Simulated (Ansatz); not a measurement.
H3InO (SMILES [OH][InH2]) moved off its minimum; all values from Ansatz (a quantum-chemistry and plane-wave program), cores frozen in correlated methods. Elements past Kr take the def2 small-core potentials, without spin–orbit coupling.
(charge 0, multiplicity 1)
```xyz
5

In     0.0727    -0.1397    -0.2664
H     -1.3614    -0.1128    -1.1922
H      1.6819    -0.7738    -0.4671
O     -0.2005     0.8161     1.4187
H      0.5935     0.8846     2.0067
```

Q: Give the forces (eV/Å), the total energy and the dipole at CCSD(T)/def2-TZVPPD.

A: 
```json
[
 {"atom": "In1", "Fx": "0.435", "Fy": "-0.523", "Fz": "-0.804"},
 {"atom": "H2", "Fx": "-0.249", "Fy": "-0.067", "Fz": "-0.259"},
 {"atom": "H3", "Fx": "-0.005", "Fy": "-0.057", "Fz": "-0.094"},
 {"atom": "O4", "Fx": "1.009", "Fy": "0.753", "Fz": "2.009"},
 {"atom": "H5", "Fx": "-1.190", "Fy": "-0.107", "Fz": "-0.852"}
]
```
Energy -266.2014 hartree, dipole 1.80 D.
